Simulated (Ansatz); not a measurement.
Consider the redistribution: `[AlH2][O][GaH2]` + `BC` → `[BH2][GaH2]` + `C[O][AlH2]`.

Program: Ansatz. Geometries: PBE0-D4/def2-TZVP. ΔE: electronic, gas phase. CBS: MP2 limit from def2 TZ/QZ plus the TZ coupled-cluster correction, frozen cores. This one scheme is used for every species. DFT in def2-TZVPP. For Ga outer-core shells are correlated without core-valence functions, which leaves a few kJ/mol of doubt a bond. Scalar relativity is left out up to krypton.

| level | ΔE (kJ/mol) | difference from CCSD(T)/CBS |
| --- | --- | --- |
| LDA (SPW92) | 191.9 | -11.8 |
| revPBE-D4 | 187.3 | -16.4 |
| r2SCAN-D4 | 204.0 | 0.3 |
| CAM-B3LYP-D4 | 204.1 | 0.4 |
| ωB97M-V | 203.2 | -0.5 |
| PBE-QIDH | 207.4 | 3.7 |
| PBE | 189.4 | -14.3 |
| BLYP | 195.2 | -8.5 |
| r2SCAN | 204.0 | 0.3 |
| PBE0 | 194.3 | -9.4 |
| BHLYP | 205.0 | 1.3 |
| CCSD(T)/def2-SVP | 208.3 | 4.6 |
| MP2/def2-TZVPP | 219.6 | 15.9 |
| CCSD/def2-TZVPP | 204.9 | 1.2 |
| HF/def2-QZVPP | 209.0 | 5.3 |
| CCSD/CBS(def2) | 202.9 | -0.8 |
| CCSD(T)/CBS | 203.7 | 0 |

Q: What do rigid-rotor, harmonic-oscillator terms from PBE0-D4/def2-TZVP frequencies (298.15 K, 1 bar) make of the CCSD(T)/CBS value? (Estimate.)

A: Computed: ΔZPE = +2.7 kJ/mol, ΔH = +205.4 kJ/mol, ΔS = -10 J/(mol·K), ΔG = +208.3 kJ/mol.

Largest T1 diagnostic among the species: 0.015.

From PBE to PBE0 (25 % exact exchange), in def2-TZVPP and without D4, ΔE moves by +4.9 kJ/mol. At CCSD(T), def2-SVP lies +4.6 kJ/mol from the extrapolated value and def2-TZVPP +2.0 kJ/mol. Leaving LDA and LC-ωPBE aside and taking each functional with its dispersion term where it has one, the values, not all of them listed here, spread over 21.2 kJ/mol, from revPBE-D4 to B2PLYP.
